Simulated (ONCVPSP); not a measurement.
# Which change was made? (Cd, ONCV)

```json
{
 "Element": "Cd (Z = 48)",
 "Generator": "ONCVPSP 4.0.1",
 "Type": "optimised norm-conserving Vanderbilt (ONCV)",
 "Functional": "Wu-Cohen",
 "Relativity": "scalar-relativistic",
 "Frozen core": "[Ar] 3d10",
 "Valence charge": "20",
 "Reference configuration": "4s2 4p6 4d10 5s1 (charge +1)",
 "Partial waves": "4s+5s: rc 1.15 bohr, ncon 3, nbas 8, qcut 9.8 1/bohr, 3 projectors, debl 0.5 Ha; 4p: rc 0.95 bohr, ncon 4, nbas 7, qcut 7.5 1/bohr, 3 projectors, debl 2.7 Ha; 4d: rc 1.20 bohr, ncon 4, nbas 7, qcut 6.8 1/bohr, 2 projectors, debl 1.8 Ha",
 "Local potential": "polynomial inside 0.65 bohr (lpopt 5, dvloc0 3 Ha)",
 "Core correction": "polynomial model core, fcfact 0.75"
}
```

In the p channel the program set the typed energies aside and used -2.786, 0.250, 2.950 Ha.

Cutoffs, loose and tight: the cutoffs (Ha) at which the residual kinetic energy of the hardest occupied pseudo-wave falls to 1 and 0.1 mHa per electron. They do not see the model core or the augmentation charge, which bear on the density cutoff. Test errors are all-electron minus pseudo excitation energies from the reference, over the configurations 4s2 4p6 4d10 5s2; 4s2 4p6 4d10 5s0; 4s2 4p6 4d9 5s0; 4s2 4p6 4d9 5s2; variants that change the core or the reference have their own tests.

The base gives: outcome: generated, projector energies reset by the program; cutoff, loose: 142 Ha; cutoff, tight: 168 Ha; bound ghosts: p; GHOST(+) flags above zero: s, p, d; largest test error (meV): -6.9.

(1) After one change the result is: outcome: generated; cutoff, loose: 142 Ha; cutoff, tight: 168 Ha; bound ghosts: p; GHOST(+) flags above zero: s, p, d; largest test error (meV): -1.4 over the solved tests; 1 of 4 tests not solved or not reliable. Which change was it?
A. local potential polynomial inside 0.60 bohr (lpopt 5, dvloc0 0 Ha)
B. reference 4s2 4p6 4d10 5s1.75 5p0.25; wave 4p: rc 0.95 bohr, ncon 4, nbas 7, qcut 7.5 1/bohr, 3 projectors, debl 2.7 Ha becomes 4p+5p: rc 0.95 bohr, ncon 4, nbas 7, qcut 7.5 1/bohr, 3 projectors, debl 2.7 Ha
C. non-relativistic

## Answers

(1) B. The others give: local potential polynomial inside 0.60 bohr (lpopt 5, dvloc0 0 Ha) → outcome: generated, projector energies reset by the program; cutoff, loose: 142 Ha; cutoff, tight: 168 Ha; bound ghosts: s, p; GHOST(+) flags above zero: p, d; largest test error (meV): -6.7 | non-relativistic → outcome: generated, projector energies reset by the program; cutoff, loose: 140 Ha; cutoff, tight: 166 Ha; bound ghosts: s, p; GHOST(+) flags above zero: p, d; largest test error (meV): +1.3.
